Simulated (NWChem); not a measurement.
System: SOF, doublet; SMILES O=[S]F

Here is an NWChem input.

```
start job
memory heap 200 mb stack 700 mb global 900 mb
geometry units angstroms noautosym nocenter noautoz
  O     -0.561587     1.194981     0.000000
  S      0.452305     0.127630     0.000000
  F     -0.309655    -1.314118     0.000000
end
basis spherical
  O library cc-pvtz
  S library cc-pvtz
  F library cc-pvtz
end
dft
  odft
  mult 2
  xc b3lyp
  iterations 150
end
property
  efieldgrad
end
task dft property
```

In the optimisation the excess spin sits in a" (Cs, its own frame). The geometry was optimised at PBE0/def2-SVP, spin-unrestricted. No stability test was run on the SCF state. B3LYP is NWChem's, with the RPA form of VWN correlation.

Vzz is the largest principal value of the second derivative of the potential at the nucleus (NWChem prints the opposite sign); η is the asymmetry. Non-relativistic.

Atoms are numbered as in the input.

Give the results of this calculation. (B3LYP/cc-pVTZ, spin-unrestricted.) Quantities: Vzz O1 (a.u.); η O1; Vzz S2 (a.u.); η S2.


```yaml
Vzz O1 (a.u.): 0.848
"η O1": 0.59
Vzz S2 (a.u.): 2.515
"η S2": 0.51
```
